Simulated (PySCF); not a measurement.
## Structure revision by computed shifts

A compound C10H12 gives the data below (simulated from a calculation) and was assigned the structure `c1ccc2c(c1)CCCC2`.

13C{1H} NMR (computed): δ 157.3 (C), 134.8 (C), 131.6 (C), 131.0 (CH), 119.1 (CH), 118.8 (CH), 40.7 (CH), 27.7 (CH3, 2C), 23.0 (CH2).

1H NMR (400 MHz, computed): δ 7.51 (d, 1H), 7.36 (s, 1H), 7.29 (d, 1H), 3.51 (s, 2H), 2.72 (sept, 1H), 1.28 (d, 6H).

Relativity neglected, no solvent, one computed conformer, fast rotation and ring inversion assumed for equivalent nuclei. Shieldings: GIAO PBE0/pcSseg-1; GFN2-xTB structure; PySCF 2.14.0 with density-fitted response routines.

δ = σ(ref) − σ, references computed at the same level: 1H (31.72 ppm), 13C (186.93 ppm) against TMS.

(1) Compare with the shifts computed for the proposed structure, pairing carbons in order of shift.

(2) Which isomer fits?

Answers

(1) Numbering as in the mapped SMILES `[cH:1]1[cH:2][cH:3][c:4]2[c:5]([cH:6]1)[CH2:7][CH2:8][CH2:9][CH2:10]2` (H(Xn): hydrogen on atom n).

```csv
atom,computed for proposal,given list,difference
C4,141.2,157.3,-16.1
C5,141.2,134.8,+6.4
C3,135.2,131.6,+3.6
C6,135.2,131.0,+4.2
C1,131.3,119.1,+12.2
C2,131.3,118.8,+12.5
C7,33.6,40.7,-7.1
C10,33.6,27.7,+5.9
C8,27.4,27.7,-0.3
C9,27.4,23.0,+4.4
```

The rms difference is 8.6 ppm and the largest -16.1 ppm at C4 (substituted aromatic carbon). The proposal also would give 5 carbon signals, not 9. The carbon types in order of shift don't match either: C, C, CH, CH, CH, CH, CH2, CH2, CH2, CH2 for the proposal against C, C, C, CH, CH, CH, CH, CH3, CH3, CH2 in the data. The proposal doesn't fit.

(2) `CC(C)c1ccc2c(c1)C2`.

- Carbon types of the structure: 3 × C, 4 × CH, 1 × CH2, 2 × CH3, which accounts for all hydrogens.
- δC 157.3, 134.8, 131.6: substituted aromatic carbon.
- δC 131.0, 119.1, 118.8: aromatic CH.
- δC 40.7: sp3 CH on an aromatic ring; saturated and bonded to C and H only.
- δH 2.72: hydrogen on an sp3 CH on an aromatic ring; benzylic-type position, deshielded by the ring.

Other isomers checked: C/C=C\C=C/C#CC1CC1 (rms 18.4 ppm).

The shifts were computed for this structure.

Shifts are as computed. Against solution values, carbons near 30 ppm lie about +3 ppm off and those near 130 ppm about +5 ppm. Of 1211 compounds with measured shifts, 218 miss one by over three times the rms of a fit or turn the order of signals round; such compounds aren't used in these exercises. No couplings were computed; multiplicities are counted from neighbouring protons, with m where these are inequivalent, close in shift, in a saturated or five-membered ring or joined by F or P, and br s for small geminal =CH2 splittings.
